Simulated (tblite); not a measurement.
Compound: C₂H₇ClOSi₃.
Geometry (GFN2-xTB, Å), atoms numbered from 1 in this order:
```
atom  x, y, z in Å
Si1   -3.083    0.143   -0.317
O2    -2.006   -0.330    0.795
Si3   -0.668   -0.790    1.583
C4     0.815   -0.256    0.599
C5     1.772    0.103   -0.050
Si6    3.251    0.638   -1.019
Cl7    4.886   -0.226   -0.194
H8    -2.356    0.466   -1.543
H9    -3.990   -0.989   -0.499
H10   -3.754    1.308    0.255
H11   -0.702   -2.249    1.670
H12   -0.696   -0.086    2.864
H13    3.134    0.178   -2.401
H14    3.396    2.089   -0.926
```

Computed values, GFN2-xTB/tblite, gas phase, harmonic and unscaled. This tight-binding method is rough: wavenumbers can miss measured ones by several per cent, in bad cases by 10 to 20. Modes of hydrogen on silicon can be 10 to 20 % off. The optimisation stopped once no atom felt more than 0.01 eV/Å.

Lowest wavenumbers of the output (negative numbers stand for imaginary wavenumbers):
```
mode    cm-1
  1     -27.9
  2       4.3
  3      16.9
  4      29.5
  5      59.1
  6     106.7
  7     115.9
  8     241.8
```

**Question.** Is this structure a minimum?

**Answer.** Not by this Hessian. 1 mode is imaginary beyond 20i (28i cm⁻¹), so at this level the point lies at or near a first-order saddle. The curvature is small, so loose convergence or finite differences may be the whole cause.

**Question.** Which atoms move in the imaginary mode?

**Answer.** 28i: H9 (Si–H hydrogen) 34 %, H10 (Si–H hydrogen) 30 %, H8 (Si–H hydrogen) 25 %. These are shares of the mass-weighted motion.

**Question.** What is the remedy?

**Answer.** Step along that mode in both directions, optimise again with tighter thresholds and repeat the frequencies. The zero-point energy of this point (44.9 kcal/mol) counts the 35 real modes alone, and thermal corrections from it aren't those of a minimum.
